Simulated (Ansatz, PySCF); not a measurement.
Here is a job for Ansatz (a first-principles code).
Ansatz 0.2 input:
```yaml
crystal:
  periodic: [false, false, false]
  atoms:
    - {symbol: Cr, position_ang: [0.12142624, 0.18905534, 0.16459684]}
    - {symbol: O, position_ang: [1.30090157, -0.48116846, -0.58007591]}
    - {symbol: O, position_ang: [-0.53573390, -0.80739456, 1.14954741]}
    - {symbol: F, position_ang: [-1.00395235, 0.64124176, -0.94512179]}
basis:
  gaussian:
    orbitals: def2-SVP
hamiltonian:
  xc: b3lyp5
total_charge: 1
accuracy: high
```

Task: Write the same job for PySCF.

Result: One answer among several that fit: 
```python
from pyscf import gto, scf, dft

mol = gto.M(
    atom='''
Cr    0.12142624    0.18905534    0.16459684
O     1.30090157   -0.48116846   -0.58007591
O    -0.53573390   -0.80739456    1.14954741
F    -1.00395235    0.64124176   -0.94512179
''',
    basis='def2-svp',
    charge=1,
    verbose=4,
)

mf = dft.RKS(mol)
mf.xc = 'b3lyp5'
mf.grids.atom_grid = (99, 590)
mf.grids.prune = None
mf.kernel()
```

Both were run: Ansatz gave -1293.876390 Eh and PySCF -1293.876388 Eh, 0.001 mEh apart.
